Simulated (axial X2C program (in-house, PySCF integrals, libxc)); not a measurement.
# Potential curves of SnBr, with spin–orbit coupling

Calculated with an in-house all-electron X2C program for linear molecules (integrals from PySCF). Two-component (2c) means X2C with spin–orbit coupling and atomic mean-field two-electron Coulomb and Gaunt terms. Basis: Sn dyall-cv3z [11s12p9d4f1g], Br dyall-cv3z [8s9p6d4f1g] (cores contracted in-house); Gaussian nuclei, density fitting, unrestricted open shells. Masses: Sn 119.902 u, Br 78.918 u.

State: Ω = 1/2 (⟨Sz⟩ = -0.50, ⟨Lz⟩ = 1.00 at BHandHLYP). Energies in eV from the lowest point of each curve. Fits are polynomials in 1 − R0/R over 0.85 to 1.23 times the lowest point R0.

```csv
R (Å),BHandHLYP
2.1985,0.8711
2.2996,0.3609
2.3754,0.1449
2.4512,0.0332
2.5270,0.0000
2.6154,0.0341
2.7039,0.1242
2.8176,0.2945
2.9566,0.5511
3.1588,0.9620
```

One determinant describes the state; a PBE0 search over occupations chose it and may have missed a lower one. Density functionals use the spin component along the axis (collinear). The functionals have no current-density term, which raises determinants with orbital currents, atoms included.

Question: What are Re and ωe at the BHandHLYP level?

Answer: At BHandHLYP, 2c: Re = 2.528 Å, ωe ≈ 240 cm⁻¹; Be follows as 0.0554 cm⁻¹.
